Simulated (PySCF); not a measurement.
Vertical excitation energies

Species: C5H10O2P (charge +1).
Structure used (GFN2-xTB), in Å, numbered top down from 1:
```xyz
18
C5H10O2P angstrom
C      3.7209    0.6121   -0.1903
C      2.5735    0.2573   -0.2661
P      0.9231   -0.2879   -0.3571
C      0.5583   -1.8592    0.5642
O     -0.5359   -2.4336   -0.0567
C     -0.2225    1.0198    0.2078
O     -1.4296    0.3032    0.2185
C     -2.5784    1.0998    0.4797
H      4.7250    0.9314   -0.1334
H      0.6044   -0.5678   -1.6669
H      1.4101   -2.5393    0.4406
H      0.4162   -1.6502    1.6331
H     -1.3609   -2.0060    0.2130
H      0.0590    1.3950    1.2061
H     -0.2359    1.8675   -0.4957
H     -2.6860    1.8848   -0.2725
H     -2.5179    1.5508    1.4734
H     -3.4323    0.4287    0.4304
```

The calculation used TDDFT B3LYP/def2-SVPD, vertical, gas phase, core orbitals frozen in the response in PySCF 2.14.0, density-fitted response routines.

Task: What does the calculation give for the low-lying excited states?

Result: 

| state | E (eV) | λ (nm) | f | \|μ\| (D) | main configurations (H = HOMO, L = LUMO) |
| --- | --- | --- | --- | --- | --- |
| S1 | 5.63 | 220.0 | 0.0068 | 0.56 | H-1→L+1 (31%), H-1→L (30%), H→L (12%) |
| S2 | 5.82 | 213.1 | 0.018 | 0.89 | H→L (60%), H→L+1 (30%) |
| S3 | 5.84 | 212.2 | 0.016 | 0.85 | H-1→L (33%), H→L+1 (30%), H→L (19%) |
| S4 | 5.94 | 208.8 | 0.020 | 0.93 | H-1→L+1 (48%), H→L+1 (24%), H-2→L (12%) |
| S5 | 6.02 | 206.0 | 0.013 | 0.74 | H-2→L (52%), H-2→L+1 (29%), H-1→L (12%) |
| S6 | 6.44 | 192.6 | 0.054 | 1.49 | H-3→L (55%), H-2→L+1 (20%), H-1→L (16%) |
| S7 | 6.58 | 188.5 | 0.021 | 0.91 | H-3→L+1 (72%), H-1→L+1 (15%) |
| S8 | 6.77 | 183.1 | 0.0008 | 0.17 | H→L+2 (97%) |

Triplets, Tamm–Dancoff:

| state | E (eV) | λ (nm) | main configurations (H = HOMO, L = LUMO) |
| --- | --- | --- | --- |
| T1 | 4.79 | 258.7 | H-1→L (26%), H-3→L (24%), H-2→L+1 (18%) |
| T2 | 5.20 | 238.4 | H-2→L+1 (47%), H-1→L (23%), H-1→L+1 (8%) |
| T3 | 5.22 | 237.6 | H-2→L (43%), H-1→L+1 (22%), H-3→L+1 (15%) |

The lowest singlet lies at 5.63 eV (220 nm, ultraviolet) and is weak; its leading configuration is HOMO-1→LUMO+1 (31%). The most intense listed level is S6 at 6.44 eV (193 nm, f = 0.054), 0.80 eV above S1. Löwdin shares by element: HOMO oxygen 56% or more, carbon 19% or more, hydrogen 6% or more (atoms not listed hold the other 19%); LUMO carbon 61% or more, phosphorus 22% (atoms not listed hold the other 18%). Of the 8 states listed, 6 reach f = 0.01 and none stays under 0.0005. The oscillator strengths of these states sum to 0.148; summed over the whole spectrum of an exact calculation they would give the number of electrons, 70 (Thomas–Reiche–Kuhn). Orbital energies (eV): HOMO-3 -13.51, HOMO-2 -13.23, HOMO-1 -12.38, HOMO -12.23, LUMO -5.67, LUMO+1 -5.55, LUMO+2 -4.35. The window holds the lowest 8 singlets.

On an Arm Neoverse V1 with one thread, no GPU, on a shared host, this took 50 s.

One conformer stands for the species.
